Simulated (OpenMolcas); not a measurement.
**Nb3+: ligand-field states by method**

Nb3+ with 6 ligands (chloride) in octahedral coordination (Oh) at 2.41 Å. A charge of +0.5 e stands 2.4 Å behind each ligand. Ligand basis ANO-RCC-VDZP.

```yaml
Program: OpenMolcas 26.06
Basis: ANO-RCC-VDZP [6s5p3d1f]
Scalar_Hamiltonian: DKH2, point nucleus
Active_space: 2 electrons in 5 orbitals (4d)
State_averaging: 2S+1 = 3 even, 10 roots; 2S+1 = 1 even, 15 roots
Spin-orbit_coupling: state interaction with AMFI integrals over the reference wave functions
```

I. CASSCF
II. SS-CASPT2, IPEA 0.25 Eh, imaginary shift 0.1 Eh (closed shells correlated: 4s 4p and the ligand valence shells)

Spin-free states (labels of O, the rotations of Oh) in cm-1, each column counted from its own energy of the first state listed:

| State | Degeneracy | I | II |
| --- | --- | --- | --- |
| 3T1 | 3 | 0 | 0 |
| 1T2 | 3 | 8972 | 6470 |
| 1E | 2 | 9099 | 6830 |
| 3T2 | 3 | 18534 | 19120 |
| 1A1 | 1 | 20109 | 15420 |
| 3T1 | 3 | 26077 | 24200 |
| 1T2 | 3 | 27674 | 25740 |
| 1T1 | 3 | 29841 | 27480 |
| 3A2 | 1 | 38493 | 39710 |
| 1E | 2 | 47369 | 45470 |
| 1A1 | 1 | 57630 | 52860 |

From I to II, I's first state of the same spin (3T2) moves from 18534 to 19120 cm-1, by about +590 cm-1.

From I to II, I's first state of another spin (1T2) moves from 8972 to 6470 cm-1, by about -2500 cm-1.

I: A least-squares ligand-field fit to the states below 45000 cm-1, each weighted by its degeneracy and with a free common offset, gives 10Dq = 19407 cm-1, B = 586 cm-1 and C = 2374 cm-1 (C/B = 4.05), with an rms deviation of 320 cm-1. The same method and metal basis give the free ion B = 760 cm-1 (fit to its terms below 60000 cm-1, rms deviation 30 cm-1), so the nephelauxetic ratio is β = 586 / 760 = 0.77; it hangs on how both fits weigh the states, and computed free-ion B values tend to be too large, so β mixes covalency with correlation.

χT at 300 K: I 0.48, II 0.48 cm3 K/mol.

Roots that are degenerate in the reference are averaged as groups; the widest CASPT2 spread within a group is 770 cm-1 (the 3-fold group of multiplicity 3 near 24200 cm-1 above the lowest state of its run, II). Shifts and gaps below about the spread of the groups concerned are not significant. Over all roots computed the reference weight is 0.66 to 0.67 in II; a low but even weight reflects the number of correlated electrons. An orbital triplet at a regular site is open to Jahn-Teller coupling, which can distort the site and quench the lowest spin-orbit gaps and is left out. The least metal-like active orbital is 74 % on the metal (Löwdin) and no ligand orbital is active, so the numbers are rough. Ligand-to-metal charge-transfer states are missing. With no ligand orbital active B as a rule stays too high, so bands that hang on it stand too high and its fall with covalency is understated. Without dynamic correlation the repulsion within the d shell is too large (B by tens of per cent), so at a given field states of lower spin stand too high (holds for I). With metal d orbitals alone the field can be off either way by tens of per cent (holds for I). With one d shell and no ligand orbital active, 10Dq can be off by a tenth or more (holds for II). The distance lies 3 % under the 2.48 Å that this model takes as the normal distance (a Shannon-type radius plus a fixed donor radius); by an R⁻⁵ law this alone changes a d-shell field by about +15 %. No measured value stands beside these numbers; the geometry was imposed, not optimised, and the real ion may take another.
